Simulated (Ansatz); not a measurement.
Breaking the Sn1–H2 bond in HISn (SMILES [SnH][I]) (multiplicity 1 held, fragments rigid). Energies count from the point at 1.783 Å.
Geometry at that point (charge 0, multiplicity 1):
```tsv
atom	x (Å)	y (Å)	z (Å)
Sn	0.4523	0.9150	0.9654
H	0.7303	2.1769	-0.2634
I	-0.4405	-0.9043	-0.9058
```

Signs of static correlation in def2-TZVPP, with CASSCF(2,2), from Ansatz (a first-principles code) runs.

| R (Å) | T1 of restricted CCSD | ⟨S²⟩ of UHF | largest double amplitude of restricted CCSD | weight of the CASSCF reference in MRCISD | CASSCF natural occupations |
|---|---|---|---|---|---|
| 1.427 | 0.015 | 0.091 | 0.059 | 0.892 | 1.98 0.02 |
| 1.605 | 0.015 | 0.000 | 0.054 | 0.892 | 1.98 0.02 |
| 1.783 | 0.016 | 0.000 | 0.049 | 0.892 | 1.97 0.03 |
| 1.961 | 0.017 | 0.000 | 0.046 | 0.892 | 1.95 0.05 |
| 2.140 | 0.018 | 0.000 | 0.070 | 0.891 | 1.93 0.07 |
| 2.407 | 0.021 | 0.280 | 0.079 | 0.891 | 1.89 0.11 |
| 2.675 | 0.028 | 0.643 | 0.204 | 0.891 | 1.82 0.18 |
| 3.120 | 0.047 | 0.891 | ___ | 0.891 | 1.65 0.35 |
| 3.566 | 0.074 | 0.972 | ___ | 0.891 | 1.44 0.56 |
| 4.101 | 0.104 | 1.003 | 0.737 | 0.892 | 1.24 0.76 |
| 4.814 | 0.128 | 1.013 | 0.947 | 0.892 | 1.10 0.90 |
| 5.706 | 0.135 | 1.015 | 1.058 | 0.892 | 1.03 0.97 |

### Question
What belongs in the gaps?

### Answer

- 3.120, largest double amplitude of restricted CCSD: 0.347
- 3.566, largest double amplitude of restricted CCSD: 0.519

Doubts at one or more of the structures used: a restricted determinant that unrestricted orbitals would lower (R-CCSD(T)/def2-TZVPP); other coupled-cluster roots lie near (R-CCSD(T)/def2-TZVPP); T1 above 0.05 (R-CCSD(T)/def2-TZVPP, U-CCSD(T)/def2-TZVPP); a spin-contaminated determinant (U-CCSD(T)/def2-TZVPP).
